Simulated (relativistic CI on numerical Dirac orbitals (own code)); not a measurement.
## Electric-dipole transitions in Cd5+

Computed by Dirac-Coulomb-Breit CI, KLI orbitals optimised for each configuration, QED by a radiative potential, valence Slater integrals scaled by 0.85, P86 correlation energy added to each configuration (own radial code, finite nucleus).

Configuration list (outside the closed core [Ar] 3d10): 4s2 4p6 4d7, 4s2 4p6 4d6 5s, 4s2 4p6 4d6 4f, 4s2 4p6 4d6 5p, 4s2 4p5 4d8, 4s2 4p6 4d6 5d, 4s2 4p6 4d6 6s, 4s2 4p6 4d6 6p, 4s2 4p6 4d5 5s 5p, 4s2 4p6 4d6 5f, 4s2 4p6 4d6 6d, 4s 4p6 4d8, 4s2 4p6 4d6 7s, 4s2 4p6 4d6 5g, 4s2 4p6 4d6 7p, 4s2 4p5 4d7 4f, 4s2 4p6 4d6 6f, 4s2 4p6 4d5 4f 5s, 4s2 4p5 4d7 5s, 4s2 4p6 4d5 5p 5d, 4s2 4p6 4d5 5s2, 4s2 4p6 4d4 4f 5s2, 4s2 4p6 4d4 5s2 5p, 4s2 4p6 4d4 5s2 5d, 4s2 4p6 4d4 5s2 6s, 4p6 4d9, 4p5 4d10. Double excitations out of closed p, d and f shells are left out; levels of such configurations are missing from the list, as are those of other unlisted configurations, and high levels can miss mixing partners. These lack a partner that the ground configuration has and come out too high: 4s2 4p5 4d7 4f, 4s2 4p5 4d7 5s.

```csv
λ vac (Å),Lower,Upper,A (s⁻¹),gf,Branching (%)
229.50,4s2 4p6 4d7 4F_9/2 [1],4s2 4p6 4d6 4f 4D°_7/2 [384],1.12e+10,7.08e-01,77.2
316.72,4s2 4p6 4d7 4F_9/2 [1],4s2 4p6 4d6 5p 4D°_7/2 [135],5.34e+09,6.42e-01,65.2
317.74,4s2 4p6 4d7 4F_9/2 [1],4s2 4p6 4d6 5p 4F°_9/2 [133],6.34e+09,9.59e-01,57.9
319.38,4s2 4p6 4d7 4F_7/2 [2],4s2 4p6 4d6 5p 4F°_7/2 [142],1.00e+10,1.22e+00,76.4
321.83,4s2 4p6 4d7 4F_7/2 [2],4s2 4p6 4d6 5p 4D°_5/2 [134],5.41e+09,5.04e-01,48.3
322.20,4s2 4p6 4d7 4F_9/2 [1],4s2 4p6 4d6 5p 4H°_7/2 [119],3.77e+09,4.69e-01,52.6
323.04,4s2 4p6 4d7 4F_5/2 [3],4s2 4p6 4d6 5p 4D°_3/2 [141],1.14e+10,7.12e-01,75.9
323.65,4s2 4p6 4d7 4F_5/2 [3],4s2 4p6 4d6 5p 4G°_7/2 [138],4.68e+09,5.88e-01,53.6
325.32,4s2 4p6 4d7 2H_9/2 [14],4s2 4p6 4d6 5p 2G°_7/2 [208],9.67e+09,1.23e+00,67.2
325.85,4s2 4p6 4d7 4F_9/2 [1],4s2 4p6 4d6 5p 4G°_9/2 [113],5.72e+09,9.10e-01,64.7
326.35,4s2 4p6 4d7 4F_9/2 [1],4s2 4p6 4d6 5p 4G°_11/2 [112],7.23e+09,1.39e+00,85.4
326.40,4s2 4p6 4d7 2G_9/2 [7],4s2 4p6 4d6 5p 2H°_9/2 [172],6.86e+09,1.10e+00,57.3
330.20,4s2 4p6 4d7 2H_9/2 [14],4s2 4p6 4d6 5p 2H°_9/2 [195],1.04e+10,1.70e+00,68.0
332.25,4s2 4p6 4d7 2H_11/2 [10],4s2 4p6 4d6 5p 2H°_11/2 [173],1.87e+10,3.71e+00,90.3
337.38,4s2 4p6 4d7 4F_9/2 [1],4s2 4p6 4d6 5p 4D°_7/2 [94],4.83e+09,6.60e-01,56.6
795.87,4s2 4p6 4d6 5p 4I°_13/2 [111],4s2 4p6 4d6 5d 4K_15/2 [347],6.08e+09,9.23e+00,78.3
820.19,4s2 4p6 4d6 5p 6F°_9/2 [89],4s2 4p6 4d6 5d 6G_11/2 [279],6.56e+09,7.94e+00,86.2
832.17,4s2 4p6 4d6 5p 6F°_11/2 [90],4s2 4p6 4d6 5d 6G_13/2 [276],7.29e+09,1.06e+01,99.9
837.41,4s2 4p6 4d6 5p 4H°_13/2 [128],4s2 4p6 4d6 5d 2K_15/2 [367],6.00e+09,1.01e+01,82.9
837.50,4s2 4p6 4d6 5p 4I°_13/2 [136],4s2 4p6 4d6 5d 4I_15/2 [380],6.02e+09,1.01e+01,83.0
837.65,4s2 4p6 4d6 5p 4I°_15/2 [125],4s2 4p6 4d6 5d 4K_17/2 [361],7.19e+09,1.36e+01,100.0
842.51,4s2 4p6 4d6 5p 4F°_9/2 [95],4s2 4p6 4d6 5d 4G_11/2 [295],6.65e+09,8.49e+00,93.5
845.72,4s2 4p6 4d6 5p 4F°_7/2 [100],4s2 4p6 4d6 5d 4G_9/2 [308],6.22e+09,6.67e+00,87.9
1120.3,4s2 4p6 4d6 5s 6D_9/2 [20],4s2 4p6 4d6 5p 6F°_11/2 [90],1.71e+09,3.87e+00,99.9
1132.8,4s2 4p6 4d6 5s 2I_13/2 [53],4s2 4p6 4d6 5p 2I°_13/2 [198],1.35e+09,3.63e+00,25.6
1138.2,4s2 4p6 4d6 5s 4H_11/2 [32],4s2 4p6 4d6 5p 4I°_13/2 [136],1.12e+09,3.04e+00,68.9
1167.1,4s2 4p6 4d6 5s 6D_7/2 [21],4s2 4p6 4d6 5p 6F°_9/2 [89],1.15e+09,2.35e+00,43.2
1167.9,4s2 4p6 4d6 5s 4H_13/2 [30],4s2 4p6 4d6 5p 4I°_15/2 [125],1.54e+09,5.05e+00,99.9
1200.8,4s2 4p6 4d6 5s 2I_13/2 [53],4s2 4p6 4d6 5p 2K°_15/2 [177],1.43e+09,4.96e+00,99.7
1251.7,4s2 4p6 4d6 5s 4D_7/2 [25],4s2 4p6 4d6 5p 4F°_9/2 [95],8.10e+08,1.90e+00,21.1
```

Terms are leading LS components. Brackets give the number of a level in order of energy, since labels repeat. The list gives strong lines, with weight on those to low levels, without lines whose two gauges differ by over a factor of 2.5, among the lowest 400 of 8198 levels, so that lines to higher ones, which can be the strongest, are missing. Levels whose partners in the same complex of configurations lie outside the list can be far off, and so can their lines. Rates are taken at the computed energies, electric ones in the length gauge.

At this charge configurations can still be misplaced by up to about 7 % of their energy.

LS names give the leading component of a level, which can be under half, so a name can repeat, a term be missing and a line seem to break the LS rules.
